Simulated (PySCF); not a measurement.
Species: C₇H₇N₃.
Structure used (GFN2-xTB), in Å, numbered top down from 1:
```xyz
17
C7H7N3 angstrom
C     -2.9347    0.5980    0.7768
C     -1.8418    0.8835    0.0969
C     -1.1977   -0.0445   -0.8950
N      0.1795   -0.2810   -0.5438
C      0.6528   -1.1893    0.3357
C      2.0109   -1.0067    0.4132
C      2.2663    0.0655   -0.4707
C      3.5154    0.6444   -0.7525
N      4.5518    1.0915   -0.9532
N      1.1348    0.4835   -1.0330
H     -3.4541   -0.3390    0.6549
H     -3.3654    1.2943    1.4753
H     -1.3267    1.8249    0.2303
H     -1.2003    0.4185   -1.8865
H     -1.7287   -0.9990   -0.9339
H      0.0064   -1.8874    0.8276
H      2.7245   -1.5453    1.0010
```

Definitions: NICS(0) = −σiso at the ring centroid; NICS(1) = −σiso and NICS(1)zz = −σzz at ±1 Å along the ring normal z. Level: GIAO PBE0/pcSseg-1 (PySCF, non-relativistic, gas phase) on the GFN2-xTB geometry, one conformer.

Ring bond lengths (Å), with Mayer bond orders in brackets: N4–C5 1.350 (1.13), C5–C6 1.373 (1.50), C6–C7 1.413 (1.24), C7–N10 1.331 (1.42), N10–N4 1.318 (1.24).

Give the NICS values of each ring in ppm.

| ring | type | NICS(0) | NICS(1), two faces | NICS(1)zz, two faces | rms pucker (Å) | centre to ring atoms, mean (Å) |
| --- | --- | --- | --- | --- | --- | --- |
| N4–C5–C6–C7–N10 | 5-membered ring with 2 N; formal bonds all aromatic | -14.0 | -12.0 / -12.1 | -29.9 / -30.7 | 0.00 | 1.15 |

What can be read from them?

- N4–C5–C6–C7–N10: mean NICS(1)zz -30.3 ppm, shielded, aromatic by this magnetic criterion (flat ring, no four-coordinate atom).

What does the geometric index give? HOMA takes Krygowski's 1993 parameters.

- N4–C5–C6–C7–N10: HOMA 0.95; the largest term is that of C6–C7, α(R − Ropt)² = 0.16. The geometric and the magnetic index point the same way.

What field does 7.05 T along the ring normal induce along that normal at the first NICS(1) probe listed for ring N4–C5–C6–C7–N10, 1 Å off the ring?

NICSzz × B0 = -29.9 ppm × 7.05 T = -211 μT, against the applied field.

Give the inner angles of the rings and the Hirshfeld charges of the ring atoms.

- N4–C5–C6–C7–N10: N4 112.2° (+0.059 e), C5 107.1° (-0.013 e), C6 104.2° (-0.081 e), C7 110.4° (+0.026 e), N10 106.1° (-0.122 e); sum 540.0° against 540° for a flat convex ring.
